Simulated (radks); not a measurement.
Results of a calculation; reference values are marked as such.
Task: Excited configurations of V15+: one electron is placed in a higher orbital outside [He] 2s2 2p3. The ground configuration is [He] 2s2 2p4. Level of theory: Dirac Kohn-Sham, PBE, spin-unpolarised, spherical densities, finite nucleus; open shells fill j = l - 1/2 first; Fermi nuclear charge, rms radius 3.6002 fm (a radial shooting solver on a logarithmic mesh with Libxc functionals). Excitation = E - E(ground); binding = E(ion) - E, where the ion is the core of charge +16; n* = 16/sqrt(2 binding) in atomic units. These energies are relativistic, and a one-electron ion of charge +16 with no core already has n* below n in this formula (Dirac formula, point nucleus: 3p1/2 2.995, 3d3/2 2.998, 4s1/2 3.994, 4p1/2 3.994, 4d3/2 3.998, 5s1/2 4.994, 5p1/2 4.994, 5d3/2 4.998, 6p1/2 5.994, 6f5/2 5.999, 7p1/2 6.994, 7f5/2 6.998). The quantum defect is therefore taken as that value minus n*, so that it holds no relativistic shift of the bare ion.

outer orbital  excitation (eV)  binding (eV)     n*  quantum defect  eigenvalue (eV)  <r> (bohr)
3p1/2                   633.14        435.83  2.827           0.168          -420.10      0.6927
3d3/2                   665.85        403.12  2.939           0.059          -384.92      0.6185
4s1/2                   821.07        247.90  3.748           0.246          -240.69       1.322
4p1/2                   830.62        238.35  3.823           0.172          -231.07       1.314
4d3/2                   842.88        226.09  3.925           0.073          -218.45       1.259
5s1/2                   914.13        154.84  4.743           0.251          -150.60       2.115
5p1/2                   918.88        150.09  4.817           0.177          -145.85       2.121
5d3/2                   924.82        144.15  4.916           0.082          -139.78       2.082
6p1/2                   965.81        103.16  5.811           0.183          -100.39       3.113
7p1/2                   993.71        75.265  6.803           0.191          -73.301       4.292
7f5/2                   996.81        72.158  6.948           0.051          -70.106       4.164

Estimate the row for 6f5/2.

Result: excitation (eV) 970.90; binding (eV) 98.075; n* 5.959; quantum defect 0.039; eigenvalue (eV) -95.070; <r> (bohr) 2.961. The Delta-SCF ionisation energy is 1069.0 eV (NIST Atomic Spectra Database: 1063 eV, semi-empirical). Self-interaction in the functional shifts the binding energies and quantum defects, so they are the method's values and not measured ones. Spin polarisation and multiplet splitting are left out, so open shells lie too high by an amount that depends on their filling.

Beside tabulated values, note that spin-unpolarised runs miss the spin-polarisation part of the exchange energy of open shells.
